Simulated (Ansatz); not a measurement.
(1) Predict a relaxed structure of the cluster Li₄F₅⁻ (the lowest singlet isomer of a short search), charge -1, singlet, at B3LYP-D4/def2-SVPD (Ansatz).

Answers

(1) 
```
atom   x (Å)   y (Å)   z (Å)
 Li1  -1.665   0.317  -0.355
 Li2   0.450   1.450  -0.832
 Li3   1.648  -0.234   0.477
 Li4  -0.467  -1.368   0.953
  F5   2.162   0.982  -0.713
  F6  -2.097  -1.299   0.246
  F7   1.238  -1.854   1.085
  F8  -0.095   0.467   0.688
  F9  -1.174   1.539  -1.550
```
Point group C4v (tolerance 0.1 Å). This is one stationary point.

The structure comes from a short search, and lower isomers may exist.
